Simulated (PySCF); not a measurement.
Job for PySCF: R-B3LYP/6-31G* on C3H8 (SMILES CCC) with ghost functions, monomers drawn apart or pushed together.

```python
from pyscf import gto, scf, dft, mp
from pyscf.data.elements import chemcore

mol = gto.M(
    atom='''
    C     1.18298204   -0.00187899    5.03284571
    C    -0.29985450    0.36015224    5.06433425
    C    -1.19995555   -0.82049828    4.70862919
    H     1.81170547    0.85624845    5.27971252
    H     1.40399865   -0.79361481    5.75309091
    H     1.47182576   -0.36423372    4.04406285
    H    -0.48998925    1.18657479    4.37055453
    H    -0.56516466    0.73998952    6.05563545
    H    -2.25546023   -0.54065476    4.72478825
    H    -0.96179995   -1.20149582    3.71338633
    H    -1.06280732   -1.64027088    5.41828764
    ghost-N    0.29598717    0.12897206    0.48378762
    ghost-H    0.13375224    0.82385738    1.20355977
    ghost-H    0.96485550    0.52019505   -0.16961120
    ghost-H   -0.57747096    0.00290596   -0.01482641
    ''',
    basis='6-31g*',
    cart=True,
    charge=0, spin=0, verbose=3, max_memory=1800)
mf = dft.RKS(mol, xc='b3lyp')
mf.conv_tol = 1e-8
mf.max_cycle = 100
mf.kernel()
if not mf.converged:
    mf = mf.newton().run(mf.mo_coeff, mf.mo_occ)
```

Output:

```
converged SCF energy = -119.144170161577
```

Self-consistency was reached.

Cost: about 5 core-seconds (a rough figure).
